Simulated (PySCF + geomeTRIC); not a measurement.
Species: CH₉NSi₂, SMILES `C[Si@@H](N)[SiH3]` (Si–Si–N–H torsion 161°) (charge 0, multiplicity 1).

Q: Give a relaxed geometry from PBE0-D4/def2-TZVP in PySCF + geomeTRIC.

A: One answer among several that fit: the end point of this relaxation, one of several conformers (outside a Z-matrix the atoms follow the SMILES, hydrogens last).
Cartesian coordinates (Å) in one orientation:
```xyz
13

C     -1.733    -0.506     0.278
Si    -0.237     0.389    -0.415
N      0.183     1.870     0.362
Si     1.643    -1.007    -0.296
H     -2.621     0.131     0.235
H     -1.940    -1.413    -0.297
H     -1.575    -0.796     1.320
H     -0.527     0.731    -1.837
H     -0.350     2.708     0.197
H      0.591     1.874     1.282
H      1.328    -2.379    -0.786
H      2.097    -1.131     1.121
H      2.780    -0.474    -1.094
```
